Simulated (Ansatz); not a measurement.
System: GeI2, charge 0, triplet. GeI2 (SMILES [I][Ge][I], triplet).
B3LYP-D3(BJ)/def2-TZVP minimum from Ansatz (a quantum-chemistry and plane-wave program):
```
Ge
I 1 2.5639
I 1 2.5639 2 120.82
```
Charge 0, spin multiplicity 3.

Total energies in def2-SVP, 18 correlated electrons, 32 frozen orbitals. Radicals and triplets start from unrestricted determinants; spin-orbit coupling is neglected. Correlated methods leave the cores frozen (noble-gas shells, and filled d and f shells in the p block). Past Kr the def2 sets carry scalar-relativistic core potentials. Spin-orbit terms, left out, reach several kcal/mol for Br and I, and more for heavier atoms. The UHF reference of GeI2 ([I][Ge][I], triplet) is spin-contaminated (<S^2> up to 0.03 over the pure value in the sets run). The spin of GeI2 ([I][Ge][I], triplet) was assumed, and the state is the lowest solution found for it.

```tsv
method	program	energy (Eh)	minus CCSDT(Q) (mEh)
HF	Ansatz	-2668.43811	286.59
MP2	Ansatz	-2668.68620	38.51
CCSD	Ansatz	-2668.71425	10.46
CCSD(T)	Ansatz	-2668.72273	1.98
CCSDT(Q)	Ansatz	-2668.72471	0.00
```

Rough core times of Ansatz's runs on a shared machine: CCSD(T) 50 s, CCSDT(Q) 10 min.
